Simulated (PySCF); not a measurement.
# MoNF₃: from structure and modes to constants

All numbers come from PySCF, PBE0, basis Mo def2-TZVP with ECP28, N def2-TZVP, F def2-TZVP (scalar-relativistic core potentials, no spin–orbit coupling, density fitting).

The singlet minimum has C3v symmetry. Masses (u): Mo 97.90541, N 14.00307, F 18.99840.

```xyz
5
charge 0 multiplicity 1, angstrom
Mo    0.0000   -0.0245   -0.0173
N     0.0000   -1.3421   -0.9494
F     1.5373   -0.1469    0.9833
F    -1.5373   -0.1469    0.9833
F     0.0000    1.3908   -1.1906
```

Harmonic wavenumbers (cm⁻¹): 170.6 (e, ×2), 232.8 (a1, ×1), 338.1 (e, ×2), 699.9 (a1, ×1), 725.0 (e, ×2), 1202.2 (a1, ×1).

Q: Find the principal moments of inertia and the rotational constants. What kind of rotor is it?

A: About the centre of mass I = 139.17, 139.17, 179.61 u Å². With B = 16.8576/I this gives 0.1211, 0.1211, 0.09386 cm⁻¹. The molecule is an oblate symmetric top.

Q: What is the harmonic zero-point energy?

A: Half the sum of all 9 wavenumbers, 4602/2 = 2301 cm⁻¹, which is 27.5 kJ/mol (1 cm⁻¹ = 0.0119627 kJ/mol).

Q: Find the vibrational entropy and heat capacity at 298.15 K.

A: With u = 1.43878 ω/T, each mode gives S = R[u/(eᵘ−1) − ln(1−e⁻ᵘ)] and C = R u² eᵘ/(eᵘ−1)².
```json
{"ω (cm⁻¹)": "170.6 (×2)", "u": "0.823", "S (J/(mol K))": "10.16", "C (J/(mol K))": "7.86"}
{"ω (cm⁻¹)": "232.8", "u": "1.124", "S (J/(mol K))": "7.77", "C (J/(mol K))": "7.49"}
{"ω (cm⁻¹)": "338.1 (×2)", "u": "1.632", "S (J/(mol K))": "5.11", "C (J/(mol K))": "6.69"}
{"ω (cm⁻¹)": "699.9", "u": "3.377", "S (J/(mol K))": "1.28", "C (J/(mol K))": "3.47"}
{"ω (cm⁻¹)": "725.0 (×2)", "u": "3.498", "S (J/(mol K))": "1.16", "C (J/(mol K))": "3.27"}
{"ω (cm⁻¹)": "1202.2", "u": "5.801", "S (J/(mol K))": "0.17", "C (J/(mol K))": "0.85"}
```
The sums over all modes are S = 42.1 and C = 47.5 J/(mol K); the softest mode gives 24 % of the entropy (each member, where degenerate).

Q: Give the standard entropy (298.15 K, 1 bar) by its translational, rotational, vibrational and spin parts, and Cp.

A: Sackur–Tetrode with M = 168.90 u gives 172.8; rotation with symmetry number 3 gives 102.0; vibration 42.1; spin R ln 1 = 0.0. The total is 316.9 J/(mol K), and Cp = 4 R + 47.5 = 80.7 J/(mol K).

Stability towards spin polarisation was not tested. This need not be the most stable arrangement of these atoms.
